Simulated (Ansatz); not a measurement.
`[SiH3][O][Cd][Br]` → `[OH][Cd][Br]` + `[SiH2]` at 600 K and 1 bar (silylene loss).

Isolated molecules relaxed with PBE0-D4/def2-TZVP in Ansatz; ΔE leaves out vibrations. CCSD(T)/CBS is the MP2 limit (def2-TZVPP, def2-QZVPP) plus CCSD(T) − MP2 in def2-TZVPP, frozen cores. This one scheme is used for every species. def2 core potentials past Kr. For Br, Cd outer-core shells are correlated without core-valence functions, which leaves a few kJ/mol of doubt a bond. Scalar relativity is left out up to krypton. Each species was taken in one conformer, which may not be the lowest.

| species | CCSD(T)/CBS energy (Eh) | H − E (kJ/mol) | S (J/(mol·K)) |
| --- | --- | --- | --- |
| `[SiH3][O][Cd][Br]` | -3107.18482 | 131.1 | 453.1 |
| `[OH][Cd][Br]` | -2816.86459 | 70.6 | 358.0 |
| `[SiH2]` | -290.19011 | 52.1 | 233.9 |

H − E and S are ideal-gas, rigid-rotor, harmonic terms from PBE0-D4/def2-TZVP, for one conformer and one mirror image of each species. 1 Eh = 2625.50 kJ/mol, R = 8.31446 J/(mol·K).

Task: By hand: ΔE, ΔH, ΔS and ΔG.

Result: ΔE = (-2816.86459) + (-290.19011) − (-3107.18482) = 0.13012 Eh = 341.6 kJ/mol. Δ(H − E) = 70.6 + 52.1 − 131.1 = -8.4, so ΔH = 333.2 kJ/mol. ΔS = 358.0 + 233.9 − 453.1 = 138.8 J/(mol·K). ΔG = 333.2 − 600 × (138.8)/1000 = 249.9 kJ/mol.

Task: By hand: the equilibrium constant, and the temperature at which ΔG would vanish if ΔH and ΔS stayed fixed.

Result: log₁₀ K = −ΔG/(RT ln 10) = -21.8. ΔG = 0 at ΔH/ΔS = 2401 K.

The number of gas molecules changes by +1, which sets the sign of ΔS. A doubt of 5 kJ/mol in ΔE shifts log₁₀ K by 0.4 here. Other conformers and mirror images would add mixing entropy, several J/(mol·K) or more a flexible species. Modes under 60 cm⁻¹, often nearly free rotors, make the harmonic entropy too high. These are equilibria of isolated gas molecules and say nothing of rates. Largest T1 diagnostic: 0.014 (customary marks: 0.02 for closed shells, 0.045 for open ones).
